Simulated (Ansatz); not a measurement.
One change: `[CH3][Mg-]1[O]C(C(F)(F)F)=CC(C(F)(F)F)=[O+]1` becomes `O[B-]1(F)OC(C(F)(F)F)=CC(C(F)(F)F)=[O+]1`.

Ansatz, PBE0-D4/def2-TZVP geometries, multiplicity 1. Each molecule was computed in one conformer, which needn't be the lowest.

| property | `[CH3][Mg-]1[O]C(C(F)(F)F)=CC(C(F)(F)F)=[O+]1` |
| --- | --- |
| HOMO–LUMO gap (B3LYP/def2-TZVPP) / eV | 3.62 |
| HOMO–LUMO gap (PBE/def2-TZVPP) / eV | 2.08 |
| size of the dipole moment (B3LYP/def2-TZVPP) / D | 1.00 |
| LUMO energy (ωB97M-V/def2-TZVPP) / eV | -0.96 |
| LUMO energy (PBE0/def2-TZVPP) / eV | -3.07 |
| HOMO energy (ωB97M-V/def2-TZVPP) / eV | -9.39 |

(1) Give the same properties after the change, and the shifts. (Best estimate.)

Answers

(1) The calculation gave: 
```
                                        property  `O[B-]1(F)OC(C(F)(F)F)=CC(C(F)(F)F)=[O+]1`  shift
           HOMO–LUMO gap (B3LYP/def2-TZVPP) / eV                                        4.90   1.28
             HOMO–LUMO gap (PBE/def2-TZVPP) / eV                                        3.30   1.22
size of the dipole moment (B3LYP/def2-TZVPP) / D                                        2.01   1.01
           LUMO energy (ωB97M-V/def2-TZVPP) / eV                                       -1.46  -0.50
              LUMO energy (PBE0/def2-TZVPP) / eV                                       -3.60  -0.53
           HOMO energy (ωB97M-V/def2-TZVPP) / eV                                      -11.04  -1.65
```

With PBE0 the HOMO falls by 1.79 eV and the LUMO falls by 0.53 eV, so the gap widens by about 1.26 eV. PBE moves the HOMO by -1.69 eV and ωB97M-V by -1.65 eV. Dipoles are sizes alone; their direction can turn.

B3LYP here is the variant with VWN-RPA as its local correlation; programs differ in this.
